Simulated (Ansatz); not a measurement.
The cluster Mg4Te3⁺. The state is a doublet with charge 1. Geometry r2SCAN-D4/def2-SVP.

```xyz
7

Mg   -0.0018    0.4545   -1.4233
Mg    2.1456   -1.8632   -0.1812
Mg   -0.8913   -0.7955    0.8974
Mg   -0.3669    2.5423    1.2289
Te   -2.3487    1.3402   -0.1783
Te    1.7164    0.6554    1.0107
Te   -0.2533   -2.3337   -1.3541
```

In the def2 sets Te takes a core potential; there is no spin–orbit coupling. Another isomer (doublet) lies 0.48 eV lower at PBE0-D4/def2-TZVP; other spin states weren't run for this one.

Q: Estimate the α-spin orbital energies around the gap (eV) in Ansatz with LDA (SPW92)/def2-TZVP, PBE-D4/def2-TZVP, r2SCAN-D4/def2-TZVP, PBE0-D4/def2-TZVP.

A: 
| orbital | LDA (SPW92)/def2-TZVP | PBE-D4/def2-TZVP | r2SCAN-D4/def2-TZVP | PBE0-D4/def2-TZVP |
| --- | --- | --- | --- | --- |
| HOMO−5 | -9.74 | -9.57 | -9.78 | -10.46 |
| HOMO−4 | -9.73 | -9.57 | -9.76 | -10.44 |
| HOMO−3 | -9.63 | -9.46 | -9.69 | -10.34 |
| HOMO−2 | -9.53 | -9.36 | -9.54 | -10.21 |
| HOMO−1 | -9.38 | -9.21 | -9.41 | -10.08 |
| HOMO | -7.73 | -7.60 | -7.71 | -8.03 |
| LUMO | -6.85 | -6.70 | -6.76 | -6.33 |
| LUMO+1 | -6.80 | -6.64 | -6.36 | -6.02 |
| LUMO+2 | -6.39 | -6.18 | -5.85 | -5.51 |
| LUMO+3 | -5.68 | -5.53 | -5.43 | -4.94 |
| LUMO+4 | -5.08 | -4.92 | -4.74 | -4.29 |
| LUMO+5 | -4.65 | -4.47 | -4.19 | -3.82 |
| β HOMO | -9.33 | -9.16 | -9.34 | -10.01 |
| β LUMO | -7.25 | -6.98 | -6.56 | -6.33 |
